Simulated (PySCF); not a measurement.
Correlation energy of Cu⁻ (copper, charge -1)

[Ar] 3d10 4s2, closed-shell 1S. Calculation: PySCF 2.14, in aug-cc-pwCVTZ-DK; scalar relativity by spin-free X2C-1e. Frozen: [Ar]; 12 electrons correlated.

MP2 pair energies summed by pair of shells (mhartree):

```tsv
pair	energy	share (%)
3d-3d	-525.47	90.2
3d-4s	-38.99	6.7
4s-4s	-17.99	3.1
```

Total MP2 correlation energy: -582.46 mhartree.

Same-spin part -206.04 and opposite-spin part -376.42 mhartree; SCS-MP2 scales them by 1/3 and 6/5 to -520.38 mhartree.

MP2 falls well short for the outer s pair, which is nearly degenerate with np².
